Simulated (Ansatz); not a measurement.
Geometry optimisation of Ge2Cl2.

```yaml
crystal:
  periodic: [false, false, false]
  atoms:
    - {symbol: Ge, position_ang: [0.913473, -0.913745, 0.615313]}
    - {symbol: Ge, position_ang: [0.034663, 1.417156, 0.195819]}
    - {symbol: Cl, position_ang: [0.541497, -0.098768, -1.687604]}
    - {symbol: Cl, position_ang: [-1.489633, -0.404643, 0.876471]}
basis:
  gaussian: {orbitals: def2-SVP}
magnetization: {spin_polarized: true, initial_magnetization: 2}
hamiltonian: {xc: pbe, dispersion: d4}
scf: {lower_state_search: "off"}
output: {orbitals: {seedname: orbitals}}
relax: {f_tol: 0.02, max_steps: 100}
```

```sh
$ ansatz run in.yaml --threads 4 --pin off --events-out ev --progress --plain --max-ram 4787MiB
```

It prints (some lines left out):

```
Functional definition: PBE
mean field -138032.59304903 eV, -5072.6042326998 hartree, gradient 5.7e-6 eV, S^2 2.004026; 0 other end points of the search recorded, 0 dependent functions left out
relax step   1: F+E_penalty+E_count = -138032.79595920 eV  Δ(F+E_penalty+E_count) = +0.000e0 eV  max|allowed force component| = 1.470e0 eV/Å  Δτ_max = 0.0000 Å  (20 SCF iters, accepted)
mean field -138032.70222844 eV, -5072.6082449693 hartree, gradient 8.5e-6 eV, S^2 2.004719; 0 other end points of the search recorded, 0 dependent functions left out
relax step   2: F+E_penalty+E_count = -138032.91712690 eV  Δ(F+E_penalty+E_count) = -1.212e-1 eV  max|allowed force component| = 5.216e-1 eV/Å  Δτ_max = 0.1950 Å  (20 SCF iters, accepted)
mean field -138032.76080331 eV, -5072.6103975559 hartree, gradient 3.5e-6 eV, S^2 2.004606; 0 other end points of the search recorded, 0 dependent functions left out
relax step   3: F+E_penalty+E_count = -138032.97267396 eV  Δ(F+E_penalty+E_count) = -5.555e-2 eV  max|allowed force component| = 1.699e-1 eV/Å  Δτ_max = 0.1439 Å  (22 SCF iters, accepted)
mean field -138032.76925150 eV, -5072.6107080210 hartree, gradient 2.6e-6 eV, S^2 2.004562; 0 other end points of the search recorded, 0 dependent functions left out
relax step   4: F+E_penalty+E_count = -138032.98168998 eV  Δ(F+E_penalty+E_count) = -9.016e-3 eV  max|allowed force component| = 6.049e-2 eV/Å  Δτ_max = 0.0401 Å  (23 SCF iters, accepted)
mean field -138032.77313240 eV, -5072.6108506415 hartree, gradient 1.1e-6 eV, S^2 2.004563; 0 other end points of the search recorded, 0 dependent functions left out
relax step   5: F+E_penalty+E_count = -138032.98574191 eV  Δ(F+E_penalty+E_count) = -4.052e-3 eV  max|allowed force component| = 1.398e-1 eV/Å  Δτ_max = 0.0107 Å  (23 SCF iters, accepted)
mean field -138032.79423873 eV, -5072.6116262851 hartree, gradient 4.2e-6 eV, S^2 2.004558; 0 other end points of the search recorded, 0 dependent functions left out
relax step   6: F+E_penalty+E_count = -138033.00702408 eV  Δ(F+E_penalty+E_count) = -2.128e-2 eV  max|allowed force component| = 3.122e-1 eV/Å  Δτ_max = 0.0234 Å  (22 SCF iters, accepted)
mean field -138032.87450075 eV, -5072.6145758597 hartree, gradient 8.7e-7 eV, S^2 2.004557; 0 other end points of the search recorded, 0 dependent functions left out
relax step   7: F+E_penalty+E_count = -138033.08778964 eV  Δ(F+E_penalty+E_count) = -8.077e-2 eV  max|allowed force component| = 5.130e-1 eV/Å  Δτ_max = 0.0489 Å  (24 SCF iters, accepted)
mean field -138033.13627328 eV, -5072.6241958227 hartree, gradient 1.9e-6 eV, S^2 2.004504; 0 other end points of the search recorded, 0 dependent functions left out
relax step   8: F+E_penalty+E_count = -138033.34956249 eV  Δ(F+E_penalty+E_count) = -2.618e-1 eV  max|allowed force component| = 3.868e-1 eV/Å  Δτ_max = 0.1394 Å  (25 SCF iters, accepted)
mean field -138033.27742742 eV, -5072.6293831418 hartree, gradient 2.5e-6 eV, S^2 2.004632; 0 other end points of the search recorded, 0 dependent functions left out
relax step   9: F+E_penalty+E_count = -138033.48581763 eV  Δ(F+E_penalty+E_count) = -1.363e-1 eV  max|allowed force component| = 7.675e-1 eV/Å  Δτ_max = 0.1944 Å  (26 SCF iters, accepted)
mean field -138033.44057706 eV, -5072.6353787804 hartree, gradient 2.2e-6 eV, S^2 2.005079; 0 other end points of the search recorded, 0 dependent functions left out
relax step  10: F+E_penalty+E_count = -138033.63989275 eV  Δ(F+E_penalty+E_count) = -1.541e-1 eV  max|allowed force component| = 4.225e-1 eV/Å  Δτ_max = 0.1995 Å  (27 SCF iters, accepted)
mean field -138033.53483572 eV, -5072.6388427224 hartree, gradient 1.6e-6 eV, S^2 2.005064; 0 other end points of the search recorded, 0 dependent functions left out
relax step  11: F+E_penalty+E_count = -138033.72373480 eV  Δ(F+E_penalty+E_count) = -8.384e-2 eV  max|allowed force component| = 6.226e-1 eV/Å  Δτ_max = 0.1953 Å  (27 SCF iters, accepted)
mean field -138033.70965943 eV, -5072.6452673753 hartree, gradient 2.8e-6 eV, S^2 2.004533; 0 other end points of the search recorded, 0 dependent functions left out
relax step  12: F+E_penalty+E_count = -138033.88958298 eV  Δ(F+E_penalty+E_count) = -1.658e-1 eV  max|allowed force component| = 5.019e-1 eV/Å  Δτ_max = 0.1919 Å  (25 SCF iters, accepted)
mean field -138033.88010985 eV, -5072.6515313125 hartree, gradient 2.2e-6 eV, S^2 2.003956; 0 other end points of the search recorded, 0 dependent functions left out
relax step  13: F+E_penalty+E_count = -138034.06096744 eV  Δ(F+E_penalty+E_count) = -1.714e-1 eV  max|allowed force component| = 3.845e-1 eV/Å  Δτ_max = 0.1935 Å  (25 SCF iters, accepted)
mean field -138033.98139303 eV, -5072.6552534007 hartree, gradient 1.3e-6 eV, S^2 2.003622; 0 other end points of the search recorded, 0 dependent functions left out
relax step  14: F+E_penalty+E_count = -138034.16425068 eV  Δ(F+E_penalty+E_count) = -1.033e-1 eV  max|allowed force component| = 2.490e-1 eV/Å  Δτ_max = 0.1927 Å  (23 SCF iters, accepted)
mean field -138034.00541830 eV, -5072.6561363133 hartree, gradient 6.5e-6 eV, S^2 2.003498; 0 other end points of the search recorded, 0 dependent functions left out
relax step  15: F+E_penalty+E_count = -138034.19144755 eV  Δ(F+E_penalty+E_count) = -2.720e-2 eV  max|allowed force component| = 5.707e-2 eV/Å  Δτ_max = 0.1099 Å  (21 SCF iters, accepted)
mean field -138034.00858527 eV, -5072.6562526972 hartree, gradient 1.0e-6 eV, S^2 2.003487; 0 other end points of the search recorded, 0 dependent functions left out
relax step  16: F+E_penalty+E_count = -138034.19436005 eV  Δ(F+E_penalty+E_count) = -2.913e-3 eV  max|allowed force component| = 6.350e-3 eV/Å  Δτ_max = 0.0547 Å  (19 SCF iters, accepted)
Total energy: -138034.19439092 eV, -5072.6630809289 hartree
Atom 0 at     0.325551    -0.354587     1.601093 Å, force    -0.002052    -0.001809     0.006350 eV/Å
Atom 1 at     1.187392     1.132930    -0.323720 Å, force     0.003978     0.002430    -0.003773 eV/Å
Atom 2 at    -0.127449     0.683353    -2.036031 Å, force    -0.001043     0.002111    -0.003400 eV/Å
Atom 3 at    -1.385494    -1.461696     0.758657 Å, force    -0.000883    -0.002732     0.000823 eV/Å
Dipole moment:     0.360416     0.185433     0.304258 e Å
Checks for a lower state left out: stability, starts, cluster_reference, orbital_swaps, neighbouring_geometries, increment
```

Run time 15 s (4 threads of Arm Neoverse V2 on a shared host).

At PBE-D4/def2-SVP a singlet of charge 0 lies 0.81 eV below the triplet, each at its own geometry. The structure comes from a short search, and lower isomers may exist.
